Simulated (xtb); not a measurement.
xtb input (GFN1-xTB):

```bash
xtb mol.xyz --gfn 1 --sp --chrg 0 --uhf 0
```
mol.xyz:
```
17

Si     0.31900498     0.02338782    -0.31261708
Br    -0.98133539    -0.50667548     1.41757470
O     -0.21328838     1.41670935    -0.96121137
C     -0.43083111     2.63524937    -0.26089883
O      1.82503044     0.10938610     0.27623527
C      2.99234947     0.26923151    -0.52709338
O      0.25643796    -1.11008092    -1.46640885
C     -0.88849881    -1.43071882    -2.24876189
H     -0.73369693     3.38661122    -0.98867576
H     -1.22072235     2.51682247     0.48385483
H      0.48155489     2.96890157     0.23932597
H      2.93817762     1.18528321    -1.12077731
H      3.11941047    -0.58337303    -1.19666681
H      3.84741700     0.33039004     0.14416320
H     -1.68321255    -1.83659734    -1.61853178
H     -1.26032007    -0.54822165    -2.77310159
H     -0.59149672    -2.18429274    -2.97646191
```

End of the output:

```
         :::::::::::::::::::::::::::::::::::::::::::::::::::::
         ::                     SUMMARY                     ::
         :::::::::::::::::::::::::::::::::::::::::::::::::::::
         :: total energy             -31.268554177854 Eh    ::
         :: gradient norm              0.035365578230 Eh/a0 ::
         :: HOMO-LUMO gap              7.461262197849 eV    ::
         ::.................................................::
         :: SCC energy               -31.500147733099 Eh    ::
         :: -> electrostatic           0.103008494838 Eh    ::
         :: repulsion energy           0.238941322552 Eh    ::
         :: dispersion energy         -0.007347766947 Eh    ::
         :: halogen bond corr.        -0.000000000360 Eh    ::
         :: add. restraining           0.000000000000 Eh    ::
         :: total charge               0.000000000000 e     ::
         :::::::::::::::::::::::::::::::::::::::::::::::::::::

           -------------------------------------------------
          |                Property Printout                |
           -------------------------------------------------

    * Orbital Energies and Occupations

         #    Occupation            Energy/Eh            Energy/eV
      -------------------------------------------------------------
         1        2.0000           -0.7583755             -20.6364
       ...           ...                  ...                  ...
        13        2.0000           -0.5627066             -15.3120
        14        2.0000           -0.5549077             -15.0998
        15        2.0000           -0.5525088             -15.0345
        16        2.0000           -0.5484376             -14.9237
        17        2.0000           -0.4860100             -13.2250
        18        2.0000           -0.4781302             -13.0106
        19        2.0000           -0.4683745             -12.7451
        20        2.0000           -0.4650147             -12.6537
        21        2.0000           -0.4619765             -12.5710
        22        2.0000           -0.4510440             -12.2735
        23        2.0000           -0.4441574             -12.0861
        24        2.0000           -0.4219388             -11.4815
        25        2.0000           -0.4199044             -11.4262 (HOMO)
        26                         -0.1457081              -3.9649 (LUMO)
        27                         -0.1381142              -3.7583
        28                         -0.1312711              -3.5721
        29                         -0.1288929              -3.5074
        30                         -0.1019053              -2.7730
        31                         -0.0993106              -2.7024
        32                         -0.0780129              -2.1228
        33                         -0.0710710              -1.9339
        34                         -0.0669261              -1.8212
        35                         -0.0616188              -1.6767
        36                         -0.0607080              -1.6519
       ...                                ...                  ...
        60                          1.4319355              38.9649
      -------------------------------------------------------------
                  HL-Gap            0.2741963 Eh            7.4613 eV
             Fermi-level           -0.2828063 Eh           -7.6955 eV

  Mulliken/CM5 charges         n(s)   n(p)   n(d)
     1Si    0.60233  0.52306   0.832  1.348  1.218
     2Br   -0.09252 -0.02947   1.914  5.200 -0.021
     3O    -0.42162 -0.48238   1.635  4.787  0.000
     4C     0.17709  0.06013   0.968  2.855  0.000
     5O    -0.41341 -0.47219   1.635  4.779  0.000
     6C     0.18197  0.06545   0.968  2.850  0.000
     7O    -0.40754 -0.46712   1.634  4.774  0.000
     8C     0.17812  0.06141   0.968  2.854  0.000
     9H     0.01726  0.07729   0.983  0.000  0.000
    10H     0.01901  0.07953   0.981  0.000  0.000
    11H     0.02435  0.08500   0.976  0.000  0.000
    12H     0.02339  0.08420   0.977  0.000  0.000
    13H     0.02981  0.09121   0.970  0.000  0.000
    14H     0.01537  0.07544   0.985  0.000  0.000
    15H     0.02008  0.08045   0.980  0.000  0.000
    16H     0.02866  0.09027   0.971  0.000  0.000
    17H     0.01764  0.07771   0.982  0.000  0.000

Wiberg/Mayer (AO) data.
largest (>0.10) Wiberg bond orders for each atom

 ---------------------------------------------------------------------------
     #   Z sym  total        # sym  WBO       # sym  WBO       # sym  WBO
 ---------------------------------------------------------------------------
     1  14 Si   5.170 --     7 O    1.292     5 O    1.285     3 O    1.256
                             2 Br   1.247
     2  35 Br   1.350 --     1 Si   1.247
     3   8 O    2.297 --     1 Si   1.256     4 C    0.922
     4   6 C    3.916 --     9 H    0.987    11 H    0.986    10 H    0.985
                             3 O    0.922
     5   8 O    2.306 --     1 Si   1.285     6 C    0.911
     6   6 C    3.912 --    14 H    0.988    12 H    0.987    13 H    0.986
                             5 O    0.911
     7   8 O    2.319 --     1 Si   1.292     8 C    0.918
     8   6 C    3.913 --    17 H    0.988    16 H    0.986    15 H    0.986
                             7 O    0.918
     9   1 H    1.019 --     4 C    0.987
    10   1 H    1.015 --     4 C    0.985
    11   1 H    1.008 --     4 C    0.986
    12   1 H    1.008 --     6 C    0.987
    13   1 H    1.010 --     6 C    0.986
    14   1 H    1.020 --     6 C    0.988
    15   1 H    1.012 --     8 C    0.986
    16   1 H    1.010 --     8 C    0.986
    17   1 H    1.019 --     8 C    0.988
 ---------------------------------------------------------------------------

Topologies differ in total number of bonds
Writing topology from bond orders to xtbtopo.mol

 dipole moment from electron density (au)
     X       Y       Z
   0.1499   0.7058  -0.8520  total (Debye):    2.838

           -------------------------------------------------
          | TOTAL ENERGY              -31.268554177854 Eh   |
          | GRADIENT NORM               0.035365578230 Eh/α |
          | HOMO-LUMO GAP               7.461262197849 eV   |
           -------------------------------------------------
Note: The following floating-point exceptions are signalling: IEEE_DENORMAL
normal termination of xtb

------------------------------------------------------------------------
------------------------------------------------------------------------
 total:
 SCF:
```
